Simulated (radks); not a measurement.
All-electron atom: the lutetium ion Lu2+ in [Xe] 4f14 6s1.

Calculated with a radial shooting solver on a logarithmic mesh with Libxc functionals: Dirac Kohn-Sham, PBEsol, spin-unpolarised, spherical densities, finite nucleus; Fermi nuclear charge, rms radius 5.37 fm.

Energy parts (hartree):
part                       energy
total                 -14574.0065
kinetic                16238.9126
electron-nucleus      -36199.5451
Hartree                 5683.7593
exchange-correlation    -297.1334

Orbitals (lengths in bohr, moments of r in powers of bohr):
| orbital | occ. | eigenvalue (hartree) | <r^2> | <r^4> | <1/r> |
|---|---|---|---|---|---|
| 1s1/2 | 2 | -2320.235 | 0.0005125 | 7.083e-07 | 82.16 |
| 2s1/2 | 2 | -395.2748 | 0.007866 | 0.0001077 | 19.88 |
| 2p1/2 | 2 | -377.4055 | 0.005643 | 0.00006537 | 19.85 |
| 2p3/2 | 4 | -336.3630 | 0.006852 | 0.00009208 | 16.96 |
| 3s1/2 | 2 | -90.05456 | 0.05163 | 0.004031 | 7.288 |
| 3p1/2 | 2 | -82.13053 | 0.04755 | 0.003584 | 7.206 |
| 3p3/2 | 4 | -73.37756 | 0.05426 | 0.004623 | 6.461 |
| 3d3/2 | 4 | -59.89058 | 0.04237 | 0.003189 | 6.352 |
| 3d5/2 | 6 | -57.97875 | 0.04422 | 0.003448 | 6.173 |
| 4s1/2 | 2 | -18.42286 | 0.2583 | 0.09726 | 3.053 |
| 4p1/2 | 2 | -15.19478 | 0.2682 | 0.1079 | 2.944 |
| 4p3/2 | 4 | -13.20070 | 0.3054 | 0.1399 | 2.683 |
| 4d3/2 | 4 | -7.88603 | 0.3403 | 0.1892 | 2.462 |
| 4d5/2 | 6 | -7.52204 | 0.3549 | 0.2060 | 2.398 |
| 5s1/2 | 2 | -2.87708 | 1.537 | 3.516 | 1.146 |
| 5p1/2 | 2 | -1.97900 | 1.933 | 5.804 | 1.013 |
| 5p3/2 | 4 | -1.72044 | 2.263 | 7.987 | 0.9238 |
| 4f5/2 | 6 | -1.02035 | 0.6659 | 1.269 | 1.848 |
| 4f7/2 | 8 | -0.96423 | 0.6974 | 1.418 | 1.816 |
| 6s1/2 | 1 | -0.64500 | 10.42 | 158.4 | 0.4157 |

The highest occupied level is 6s1/2 at -17.551 eV. For comparison, the ionisation energy in NIST's Atomic Spectra Database is 20.959 eV (measured). In exact Kohn-Sham theory the highest level is minus the ionisation energy, but local and semilocal functionals leave it too shallow, through self-interaction and a potential that decays too fast; potentials with the right tail come closer. The electron density at the nucleus is 1.11e+06 e/bohr^3.

Beside tabulated values, note that spin-unpolarised runs miss the spin-polarisation part of the exchange energy of open shells.
